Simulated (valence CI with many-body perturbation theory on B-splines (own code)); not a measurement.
## Level structure of Re XXXV

Level of theory: configuration interaction combined with many-body perturbation theory (CI+MBPT): five valence electrons over a frozen Dirac-Fock core [Kr], a basis of 7 s, 7 p, 8 d, 6 f, 4 g, 1 h functions for each j, with the one-electron correlation potential Σ1 (screened to all orders), the two-electron term Σ2, the three-electron term Σ3, Breit, model QED; selected single and double excitations, second order for the rest, scaled by the run's own slope (own B-spline code, finite nucleus).

The last digits are not significant, and no measured levels were compared; by estimate large intervals hold to a few tenths of a per cent, small ones and those within an open d or f shell to about a per cent. The list stops below the first excitations out of the core.

Levels 1 to 37 of 37, with energies above the lowest level, (4d3/2^4 4d5/2) J=5/2. "Leading %" is the weight of the configuration and term that name the level; weights of strongly mixed levels are sums over their largest components and can fall short. In the jj column 3d3/2^4 stands for four electrons in 3d with j = 3/2. Lifetimes count E1, E2, E3, M1 and M2 decay at the calculated energies, and are blank where another channel may lead or the interval is too uncertain; long ones can be off by a factor of two.

```tsv
No.	Configuration	Term	J	E (eV)	Leading %	Lifetime	Leading jj	g
1	4d⁵	⁴P	5/2	0.000	28		4d3/2^4 4d5/2 (92 %)	1.356
2	4d⁵	⁶S	5/2	13.938	38	19.1 μs	4d3/2^3 4d5/2^2 (88 %)	1.338
3	4d⁵	⁴G	7/2	18.653	35	35.2 μs	4d3/2^3 4d5/2^2 (98 %)	1.163
4	4d⁵	⁴D	3/2	19.166	41	14.3 μs	4d3/2^3 4d5/2^2 (98 %)	1.189
5	4d⁵	²H	11/2	19.633	41		4d3/2^3 4d5/2^2 (98 %)	1.116
6	4d⁵	⁴G	9/2	21.194	33	8.04 ms	4d3/2^3 4d5/2^2 (95 %)	1.143
7	4d⁵	⁴D	5/2	22.249	31	229 μs	4d3/2^3 4d5/2^2 (91 %)	1.138
8	4d⁵	⁴P	1/2	23.170	46	1.10 ms	4d3/2^3 4d5/2^2 (88 %)	1.806
9	4d⁵	²F	7/2	24.161	39	482 μs	4d3/2^3 4d5/2^2 (96 %)	1.084
10	4d⁵	²D	3/2	29.781	57	93.5 μs	4d3/2^3 4d5/2^2 (84 %)	0.788
11	4d⁵	²D	5/2	32.474	29	7.73 μs	4d3/2^2 4d5/2^3 (86 %)	1.281
12	4d⁵	⁴D	7/2	35.470	52	14.8 μs	4d3/2^2 4d5/2^3 (98 %)	1.216
13	4d⁵	²I	11/2	36.130	51		4d3/2^2 4d5/2^3 (98 %)	1.088
14	4d⁵	⁴G	9/2	36.743	58	21.9 μs	4d3/2^2 4d5/2^3 (95 %)	1.146
15	4d⁵	⁴D	1/2	37.806	76	11.9 μs	4d3/2^2 4d5/2^3 (96 %)	0.519
16	4d⁵	²I	13/2	38.427	100	103 μs	4d3/2^2 4d5/2^3 (100 %)	1.073
17	4d⁵	⁴P	3/2	38.704	53	7.47 μs	4d3/2^2 4d5/2^3 (96 %)	1.183
18	4d⁵	²F	5/2	39.147	42	14.1 μs	4d3/2^2 4d5/2^3 (95 %)	1.019
19	4d⁵	²H	9/2	41.543	52	10.8 μs	4d3/2^2 4d5/2^3 (99 %)	1.108
20	4d⁵	²G	7/2	42.242	61	38.8 μs	4d3/2^2 4d5/2^3 (99 %)	0.988
21	4d⁵	⁴F	5/2	42.752	63	10.9 μs	4d3/2^2 4d5/2^3 (97 %)	1.049
22	4d⁵	²D	3/2	43.267	86	26.7 μs	4d3/2^2 4d5/2^3 (84 %)	0.848
23	4d⁵	⁴P	1/2	45.194	39	13.1 μs	4d3/2^2 4d5/2^3 (79 %)	1.792
24	4d⁵	²G	7/2	45.471	45	19.0 μs	4d3/2^2 4d5/2^3 (94 %)	1.042
25	4d⁵	²G	9/2	48.561	76	33.3 μs	4d3/2^2 4d5/2^3 (95 %)	1.105
26	4d⁵	⁴P	5/2	53.763	29	5.49 μs	4d3/2 4d5/2^4 (72 %)	1.281
27	4d⁵	²P	3/2	53.986	74	31.1 μs	4d3/2^2 4d5/2^3 (96 %)	1.188
28	4d⁵	²D	5/2	55.531	57	9.57 μs	4d3/2^2 4d5/2^3 (68 %)	1.125
29	4d⁵	⁴F	7/2	57.568	29	6.71 μs	4d3/2 4d5/2^4 (98 %)	1.190
30	4d⁵	²H	11/2	58.663	57	8.12 μs	4d3/2 4d5/2^4 (98 %)	1.072
31	4d⁵	²D	3/2	58.746	32	5.30 μs	4d3/2 4d5/2^4 (96 %)	0.969
32	4d⁵	²G	9/2	61.144	58	9.59 μs	4d3/2 4d5/2^4 (94 %)	1.115
33	4d⁵	²D	5/2	62.769	64	8.32 μs	4d3/2 4d5/2^4 (86 %)	1.112
34	4d⁵	²G	7/2	63.923	56	9.42 μs	4d3/2 4d5/2^4 (96 %)	1.003
35	4d⁵	²P	1/2	66.917	56	8.99 μs	4d3/2 4d5/2^4 (87 %)	1.203
36	4d⁵	²D	3/2	72.871	75	6.33 μs	4d3/2 4d5/2^4 (93 %)	0.871
37	4d⁵	²D	5/2	79.649	44	3.64 μs	4d5/2^5 (92 %)	1.153
```

The ionisation energy to 4d⁴ ³P0 of the next ion comes out as 1455.7 eV (NIST: 1454 ± 5 eV (theoretical)). All 37 levels together are meant to be complete up to 128.152 eV.
